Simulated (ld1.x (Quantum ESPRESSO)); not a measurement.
**What one change does to a pseudopotential (Ga, PAW)**

Ga (Z = 31), PAW, made with ld1.x (Quantum ESPRESSO) 7.5 (PBE, scalar-relativistic). Core [Ar], reference 3d10 4s2 4p0 (charge +1). Waves: 4s (bound): rcut 1.45, rcutus 2.00 bohr; 4s channel at -0.15 Ry: rcut 1.45, rcutus 2.00 bohr; 4p (bound, empty): rcut 1.90, rcutus 2.30 bohr; 4p channel at 0.15 Ry: rcut 1.90, rcutus 2.30 bohr; 3d (bound): rcut 0.90, rcutus 1.15 bohr; 3d channel at -1.5 Ry: rcut 0.90, rcutus 1.15 bohr. Local part: all-electron potential smoothed inside 1.30 bohr (lloc = -1). Core correction: a·sin(br)/r model core, default radius (ld1.x builds one for every PAW set, though the input has nlcc=.false.). Augmentation charge: BESSEL, radius 0.90 bohr.

Change: local potential all-electron potential smoothed inside 2.04 bohr (lloc = -1).

Cutoffs: the cutoffs (Ry, on a coarse ladder) from which the occupation-weighted sum of valence levels, in a spherical-Bessel basis at the reference potential, stays within 10 and 1 mRy of its value at 400 Ry; they do not see the model core or the augmentation charge, which bear on the density cutoff. Errors are all-electron minus pseudo energies relative to the spin-unpolarised reference configuration.

Problem. What does the change do?

Solution. The potential gets neither clearly harder nor softer (110 Ry and 180 Ry → 110 Ry and 180 Ry); the number of tests that count goes from 6 to 7; of the 6 tests that both files solve, the error grows in 1 and shrinks in 5 by more than 15 % and 0.3 meV (median size 2.0 → 0.7 meV); the range in which the s phases agree widens (upper end 1.2 → 3.2); neither file shows a bound ghost at the reference potential, the only one tested.

| quantity | base | changed |
| --- | --- | --- |
| cutoff, loose | 110 Ry | 110 Ry |
| cutoff, tight | 180 Ry | 180 Ry |
| bound ghosts | none | none |
| tests counted (converged, no solver errors) | 6 of 7 | 7 of 7 |
| error for 3d10 4s2 4p1, meV [ΔE -5.69 eV] | +2.7 | +1.0 |
| error for 3d10 4s1 4p0, meV [ΔE 21.13 eV] | +17 | -0.6 |
| error for 3d10 4s0 4p0, meV [ΔE 52.40 eV] | +120 | +1.1 |
| error for 3d10 4s1 4p2, meV [ΔE 0.85 eV] | +0.4 | +0.1 |
| error for 3d10 4s1 4p1, meV [ΔE 7.37 eV] | -0.1 | -0.8 |
| error for 3d10 4s2 4p0.5, meV [ΔE -3.66 eV] | +1.3 | +0.6 |
| s: phases at 2.52 bohr within 0.05 rad from the reference energy up to (Ry; the scan ends near 5) | 1.2 | 3.2 |
| p: phases at 2.52 bohr within 0.05 rad from the reference energy up to (Ry; the scan ends near 5) | 3.6 | 3.8 |
| d: phases at 2.52 bohr within 0.05 rad from the reference energy up to (Ry; the scan ends near 5) | to the end of the scan | to the end of the scan |
| lowest overlap eigenvalue by channel | s 0.32, p 0.56, d 0.97 | s 0.40, p 0.68, d 1.00 |

Base: Tests not counted: 3d9 4s0 4p0 (solver errors, printed error -1346 eV).
